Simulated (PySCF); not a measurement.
Zn(H)(SMe) (CH₄SZn), SMILES [ZnH][S]C.

Geometry optimised at PBE0-D3(BJ)/def2-SVP.

Calculation: PBE0-D3(BJ)/def2-SVP (PySCF).

Frequencies are harmonic and unscaled.

Problem. List the normal modes with their intensities. (An estimate is asked for; the answer gives what the named calculation found.)

Solution. 
| mode | ν (cm⁻¹) | IR (km/mol) | moving atoms (share of kinetic energy) |
|---|---|---|---|
| 1 | 113 | 0.1 | H 96 % |
| 2 | 140 | 1.3 | C 43 %, H 25 %, S 17 %, Zn 15 % |
| 3 | 393 | 35.6 | S 58 %, Zn 30 %, H 11 % |
| 4 | 428 | 86.0 | H 94 % |
| 5 | 436 | 79.2 | H 83 %, S 9 % |
| 6 | 726 | 5.3 | C 59 %, S 31 %, H 10 % |
| 7 | 953 | 5.3 | H 84 %, C 14 % |
| 8 | 969 | 7.4 | H 82 %, C 15 % |
| 9 | 1335 | 13.8 | H 87 %, C 13 % |
| 10 | 1455 | 7.5 | H 95 % |
| 11 | 1458 | 8.4 | H 95 % |
| 12 | 1874 | 164.0 | H 98 % |
| 13 | 3062 | 28.6 | H 97 % |
| 14 | 3169 | 6.9 | H 90 %, C 10 % |
| 15 | 3175 | 1.7 | H 90 %, C 10 % |
